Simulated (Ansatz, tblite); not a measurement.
Forces on Zr2S2⁺ at its B3LYP-D4/def2-SVP geometry. Charge 1, multiplicity 2.

In the def2 sets Zr takes a core potential; there is no spin–orbit coupling. The xTB rows come from tblite. The structure comes from a short search, and lower isomers may exist.

GFN1-xTB (tblite), largest force 6.88 eV/Å:

```xyz
4
positions Å, forces eV/Å
Zr   -1.233    0.395   -0.501   -5.832    3.534   -0.893
Zr    1.038   -0.917   -0.096    5.932   -3.259    1.205
S    -0.738   -0.812    1.511   -0.083   -0.179   -0.109
S     0.933    1.334   -0.914   -0.017   -0.096   -0.203
```

GFN2-xTB (tblite), largest force 8.83 eV/Å:

```
Zr -7.804 3.318 -2.444
Zr 7.071 -5.273 0.209
S -0.865 -0.603 2.904
S 1.598 2.559 -0.669
```

PBE0-D4/def2-TZVP (Ansatz), largest force 0.75 eV/Å:

```
Zr 0.663 -0.175 0.302
Zr -0.537 0.520 0.089
S 0.174 0.132 -0.539
S -0.300 -0.476 0.148
```
